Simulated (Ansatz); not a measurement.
Reaction (hydrogenolysis of a B–O bond): `SCOBCl` + H₂ → `BCl` + `OCS`

Program: Ansatz. Geometries: PBE0-D4/def2-TZVP. ΔE: electronic, gas phase. CCSD(T)/CBS is the MP2 limit (def2-TZVPP, def2-QZVPP) plus CCSD(T) − MP2 in def2-TZVPP, frozen cores. This one scheme is used for every species. DFT in def2-TZVPP. B3LYP here is the variant with VWN-RPA as its local correlation; programs differ in this. One conformer a species, not always the lowest.

```csv
level,ΔE (kcal/mol),difference from CCSD(T)/CBS
PBE-D4,32.2,1.1
PBE0-D4,31.0,-0.1
B3LYP-D4,32.2,1.1
ωB97X-V,30.9,-0.2
ωB97M-V,31.6,0.5
B2PLYP,31.1,0.0
r2SCAN,32.7,1.6
PBE0,29.8,-1.3
HF/def2-TZVPP,26.8,-4.3
SCS-MP2/def2-TZVPP,31.3,0.2
CCSD(T)/def2-TZVPP,31.4,0.3
HF/def2-QZVPP,26.8,-4.3
SCS-MP2/def2-QZVPP,31.1,0.0
HF/CBS(def2),26.7,-4.4
MP2/CBS(def2),32.4,1.3
CCSD/CBS(def2),29.8,-1.3
CCSD(T)/CBS,31.1,0
```

Largest T1 diagnostic among the species: 0.013.

In def2-TZVPP, CCSD(T) changes the Hartree–Fock value by +4.6 kcal/mol (the triples alone add +1.3 kcal/mol) and MP2 by +6.0 kcal/mol. The D4 term adds +2.2 kcal/mol with B3LYP and +1.3 kcal/mol with PBE0; it sums over pairs of atoms, weighted by their polarisabilities, and B3LYP, whose exchange is more repulsive, gets the larger term.
